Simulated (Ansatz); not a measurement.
Start from `OBS` and change one atom or group to get `OB(S)[SiH2][SiH3]`.

Ansatz, PBE0-D4/def2-TZVP geometries, multiplicity 1. Each molecule was computed in one conformer, which needn't be the lowest.

| property | `OBS` |
| --- | --- |
| HOMO energy (PBE0/def2-TZVPP) / eV | -7.90 |
| LUMO energy (PBE0/def2-TZVPP) / eV | -0.05 |
| size of the dipole moment (PBE/def2-TZVPP) / D | 0.75 |
| size of the dipole moment (B3LYP/def2-TZVPP) / D | 0.74 |
| HOMO–LUMO gap (PBE0/def2-TZVPP) / eV | 7.85 |
| HOMO energy (ωB97M-V/def2-TZVPP) / eV | -10.09 |

(1) Give the same properties after the change, and the shifts. (Estimate.)

Answers

(1) Ansatz gave: 
| property | `OB(S)[SiH2][SiH3]` | shift |
| --- | --- | --- |
| HOMO energy (PBE0/def2-TZVPP) / eV | -7.73 | 0.17 |
| LUMO energy (PBE0/def2-TZVPP) / eV | -1.00 | -0.95 |
| size of the dipole moment (PBE/def2-TZVPP) / D | 1.20 | 0.45 |
| size of the dipole moment (B3LYP/def2-TZVPP) / D | 1.14 | 0.40 |
| HOMO–LUMO gap (PBE0/def2-TZVPP) / eV | 6.73 | -1.12 |
| HOMO energy (ωB97M-V/def2-TZVPP) / eV | -9.75 | 0.34 |

With PBE0 the HOMO rises by 0.17 eV and the LUMO falls by 0.95 eV, so the gap narrows by about 1.12 eV. PBE moves the HOMO by 0.06 eV and ωB97M-V by 0.34 eV. Dipoles are sizes alone; their direction can turn.

B3LYP here is the variant with VWN-RPA as its local correlation; programs differ in this.
